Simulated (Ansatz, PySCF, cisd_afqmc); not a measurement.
System: C2H4F2, charge 0, singlet. C2H4F2 (SMILES FC(F)C).
B3LYP-D3(BJ)/def2-TZVP minimum from Ansatz (a first-principles code):
```xyz
8

C     -1.3204    -0.2682     0.2745
C      0.1571    -0.0050     0.3262
F      0.8317    -0.9303    -0.4286
F      0.4396     1.2267    -0.2069
H     -1.6614    -0.2239    -0.7598
H     -1.5343    -1.2557     0.6828
H     -1.8501     0.4819     0.8614
H      0.5843    -0.0306     1.3314
```
Charge 0, spin multiplicity 1.

Atomisation energy term by term, kcal/mol (programs: Ansatz, cisd_afqmc). Radicals and triplets start from unrestricted determinants; spin-orbit coupling is neglected. Cores are frozen in correlated methods. Rows without X2C or -DK are non-relativistic. The Monte Carlo rows (phaseless AFQMC, CISD trial, step 0.005/hartree) carry one-sigma bars that omit the constraint's bias. Outlying blocks are dropped, and bars are widened where a walk drifts. Over all cases where full CI ran beside it in this data, AFQMC minus full CI had a median of +0.1 mEh and passed +0.4 mEh in a tenth of the cases. CBS(X,Y): correlation extrapolated as X^-3, Hartree-Fock from the larger set (Q,5: extrapolated as (X+1)exp(-9√X)). A bracket is a step between two methods taken in the basis named. 'core' is core correlation in cc-pwCVTZ, 'X2C' scalar relativity in cc-pVTZ-DK, both at CCSD(T). For partners of very few electrons the exact lower level stands in for a higher one.

| term | basis | kcal/mol |
|---|---|---|
| Hartree-Fock | CBS(cc-pVQZ,cc-pV5Z) | 541.04 |
| CCSD correlation | CBS(cc-pVQZ,cc-pV5Z) | 184.57 |
| (T) | CBS(cc-pVQZ,cc-pV5Z) | 12.10 |
| CCSDT(Q) - CCSD(T) | cc-pVDZ | 0.60 |
| core correlation | cc-pwCVTZ | 2.32 |
| scalar relativity | X2C, cc-pVTZ-DK | -0.71 |
| minus zero-point energy | Hessian by PySCF at B3LYP-D3(BJ)/def2-TZVP | -37.81 |
| sum: D0 |  | 702.1 |

The step beyond CCSD(T) by other levels: AFQMC/CISD in cc-pVTZ 0.67 ± 0.26 kcal/mol.
